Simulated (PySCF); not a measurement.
C3H8O2Si, SMILES [SiH]1(COC1)CO.

Geometry: r2SCAN-D4/def2-SVP. The structure was generated by enumeration, and PubChem lists no compound with its InChIKey, so it may never have been made. One conformer was computed; it need not be the lowest.

Calculation: PySCF with TDA-ωB97X/def2-SVPD.

Vertical excitations. Gas-phase values at a fixed geometry.

Computed UV-visible absorptions:
```
state  energy (eV)  λ (nm)      f                                                                      main pairs
-----  -----------  ------  -----  ------------------------------------------------------------------------------
S1            6.59     188  0.010                                                HOMO→LUMO 50 %, HOMO−1→LUMO 30 %
S2            6.88     180  0.003                             HOMO→LUMO+1 39 %, HOMO→LUMO+2 36 %, HOMO→LUMO+4 7 %
S3            6.97     178  0.002            HOMO−1→LUMO 33 %, HOMO→LUMO+4 16 %, HOMO→LUMO 12 %, HOMO→LUMO+2 10 %
S4            7.34     169  0.014                                                              HOMO−1→LUMO+1 59 %
S5            7.59     163  0.001         HOMO→LUMO+2 32 %, HOMO→LUMO+1 23 %, HOMO−1→LUMO+1 10 %, HOMO→LUMO+4 7 %
S6            7.95     156  0.040         HOMO−1→LUMO+2 27 %, HOMO−2→LUMO 12 %, HOMO→LUMO+5 12 %, HOMO→LUMO+3 7 %
S7            8.08     153  0.031           HOMO→LUMO+5 18 %, HOMO→LUMO+3 16 %, HOMO−3→LUMO 12 %, HOMO−2→LUMO 7 %
S8            8.10     153  0.033      HOMO−1→LUMO+2 14 %, HOMO−3→LUMO+1 12 %, HOMO→LUMO+3 11 %, HOMO−2→LUMO 10 %
S9            8.20     151  0.041      HOMO−2→LUMO 27 %, HOMO−2→LUMO+1 19 %, HOMO−1→LUMO+3 9 %, HOMO−1→LUMO+4 8 %
S10           8.22     151  0.096  HOMO−2→LUMO+1 24 %, HOMO−1→LUMO+2 14 %, HOMO−2→LUMO+2 13 %, HOMO−1→LUMO+4 10 %
T1            6.19     200      0                                                HOMO→LUMO 41 %, HOMO−1→LUMO 36 %
T2            6.49     191      0                            HOMO→LUMO+2 31 %, HOMO→LUMO+1 25 %, HOMO→LUMO+4 21 %
T3            6.73     184      0            HOMO−1→LUMO 27 %, HOMO→LUMO+1 22 %, HOMO→LUMO 13 %, HOMO→LUMO+4 10 %
T4            7.06     176      0         HOMO−1→LUMO+1 39 %, HOMO−2→LUMO 13 %, HOMO→LUMO 10 %, HOMO−2→LUMO+1 7 %
```
Triplets are in the Tamm–Dancoff approximation.
